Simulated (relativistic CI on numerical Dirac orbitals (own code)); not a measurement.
**Cubic crystal-field splitting of Ce3+ by operator equivalents**

Problem. Ce3+ (4f) sits in a cubic field with the Wybourne parameters B⁴₀ = -620 and B⁶₀ = -100 cm⁻¹. Find the levels of its ground J multiplet, neglecting the mixing with the other J.

Working.
1. One f electron has the ground level ²F5/2 with g_J = 6/7 and the Stevens factor β = 2/315. Rank 6 cannot act within J = 5/2.
2. Stevens form: B₄ = β B⁴₀/8 = -0.4921 cm⁻¹, in H = B₄(O₄⁰ + 5O₄⁴).
3. The eigenvalues of O₄⁰ + 5O₄⁴ for J = 5/2 are −240 (Γ7 doublet) and +120 (Γ8 quartet): E(Γ7) = 118.1, E(Γ8) = -59.0 cm⁻¹.
4. Order and energies above the lowest: Γ8 0.0, Γ7 177.1 cm⁻¹. The Γ8 quartet has no single g value.

Check. Diagonalising spin-orbit coupling (free-ion gap 2139 cm⁻¹, from a Dirac-Coulomb-Breit calculation) and field together in all 14 states gives Γ8 0.0, Γ7 181.1 cm⁻¹. The other multiplet starts at 2067 cm⁻¹; the differences from the hand values come from J mixing and grow with the ratio of the field to that gap.
